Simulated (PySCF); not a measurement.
Compound: C₂H₆ClNSi (triplet state).
Geometry (GFN2-xTB, Å), atoms numbered from 1 in this order:
```
atom  x, y, z in Å
C1     0.4206    1.2381    0.0079
N2     0.2036   -0.1870   -0.0148
C3    -1.1977   -0.5248    0.0140
Si4    1.3529   -1.2438   -0.7952
Cl5    2.4991   -2.2856    0.5900
H6    -0.0410    1.6534    0.9078
H7    -0.0221    1.7364   -0.8625
H8     1.4872    1.4468    0.0294
H9    -1.6481   -0.0941    0.9123
H10   -1.3138   -1.6053    0.0421
H11   -1.7352   -0.1315   -0.8570
```

The hyperfine couplings belong to this conformer and change with its torsions.

Identity: `CN(C)[Si]Cl` [triplet].

The calculation used PySCF, UKS B3LYP, pcH-1 on C Cl H N Si, non-relativistic, mean-field spin-orbit, GIAO. Isolated species at its GFN2-xTB geometry (one conformer only). This triplet need not be the ground state; the singlet was not compared here. Couplings are sensitive to structure, and on GFN2-xTB geometries they can be far from those on DFT ones, by a factor of two or more for some ions and for spin on atoms past the first row.

Task: What are Nα, Nβ and the exact ⟨S²⟩?

Result: 56 electrons with 2S = 2: 29 α and 27 β; S(S+1) = 2.00.

Mulliken spin populations, one withheld:

```
atom          bound to  population
  C1    N2, H6, H7, H8     -0.0087
  N2       C1, C3, Si4     +0.2800
  C3  N2, H9, H10, H11     -0.0088
 Si4           N2, Cl5     +1.5110
 Cl5               Si4           ?
  H6                C1     +0.0224
  H7                C1     +0.0142
  H8                C1     -0.0022
  H9                C3     +0.0223
 H10                C3     -0.0021
 H11                C3     +0.0142
```

Task: What does Cl5 hold?

Result: The populations add up to Nα − Nβ = 2, and the others sum to 1.8423, so Cl5 holds +0.158.

Task: Sum the populations by element and by sign.

Result: Silicon +1.51, nitrogen +0.28, chlorine +0.16, hydrogen +0.07, carbon -0.02. The positive populations sum to 2.02, the negative ones to -0.02.

Task: With ⟨S²⟩ = 2.0044, find the sum of squared α–β overlaps and estimate the admixture of higher spin.

Result: Σ|⟨iα|jβ⟩|² over occupied orbitals = Nβ − [⟨S²⟩ − S(S+1)] = 27 − 0.0044 = 26.9956. If the quintet state (S + 1) were the only admixture, its weight would be 0.0044/(2S + 2) = 0.11 %. For Kohn–Sham this describes the determinant of the orbitals, not the true wave function.

Task: What Fermi-contact NMR shifts do the couplings of C1/C3, N2, H6 (×6) imply at 250 K (Curie law, g = gₑ, zero-field splitting neglected)?

Result: δ = a_FC·h·gₑ μB S(S+1)/(3 g_N μN kT), with k/h = 20836.6 MHz/K:

```json
{"nuclei": "C1/C3", "isotope": "13C", "a_FC (MHz)": "13.78", "g_N": "1.4048", "contact shift (ppm)": "+4617"}
{"nuclei": "N2", "isotope": "14N", "a_FC (MHz)": "9.35", "g_N": "0.4038", "contact shift (ppm)": "+10898"}
{"nuclei": "H6 (×6)", "isotope": "1H", "a_FC (MHz)": "12.70", "g_N": "5.5857", "contact shift (ppm)": "+1070"}
```

The shifts go as 1/T: at 300 K they are 0.833 times these. Entries for several nuclei are means.

Nuclei that the bonding pattern makes equivalent are averaged, as if the motion that swaps them (rotation, inversion, ring flip) were fast. The six 1H nuclei of mean +12.7 MHz run from 1.9 to 23.7 MHz in the frozen geometry.

On one thread, Arm Neoverse V2, shared host, this took 54 s wall (grids of density and orbitals included).
